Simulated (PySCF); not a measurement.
Shifts of the heteroatoms

Atom-mapped SMILES (the numbers label the heavy atoms): `[CH3:1][C:2](=[O:3])[O:4][SiH2:5][O:6][C:7]([CH3:8])=[C:9]=[O:10]`. Each H is labelled by its parent atom.

PySCF 2.14.0 with density-fitted response routines calculation with shieldings: GIAO PBE0/pcSseg-1 and structure optimised with GFN2-xTB; one computed conformer, no solvent, fast rotation and ring inversion assumed for equivalent nuclei, non-relativistic.

(1) What are the 29Si shifts?

(2) Where does 17O resonate?

Results:

(1) 
| atoms | environment | σ (ppm) | δ (ppm) |
| --- | --- | --- | --- |
| Si5 | silicon bonded to 2 O, 2 H | 380.7 | -33.0 |

Shieldings were converted by a linear fit to measured shifts: 29Si (scatter 8.9 ppm rms, 25.8 ppm with the 6 outliers that the fit left out vs TMS, solution or neat liquid). A few per cent of atoms miss by over 2 rms, more outside the fitted compound classes.

On a 400 MHz spectrometer 29Si resonates near 79.5 MHz, so 1 ppm is 79.5 Hz.

(2) 
```tsv
atoms	environment	σ (ppm)	δ (ppm)
O10	carbonyl oxygen	-210.7	458.6
O3	carbonyl oxygen	-136.0	390.6
O4	oxygen bonded to C, Si	123.9	153.9
O6	oxygen bonded to C, Si	338.6	-41.8
```

Shieldings were converted by a linear fit to measured shifts: 17O (scatter 10.7 ppm rms, 12.2 ppm with the 3 outliers that the fit left out vs liquid water, solution or neat liquid). A few per cent of atoms miss by over 2 rms, more outside the fitted compound classes.

On a 400 MHz spectrometer 17O resonates near 54.2 MHz, so 1 ppm is 54.2 Hz.
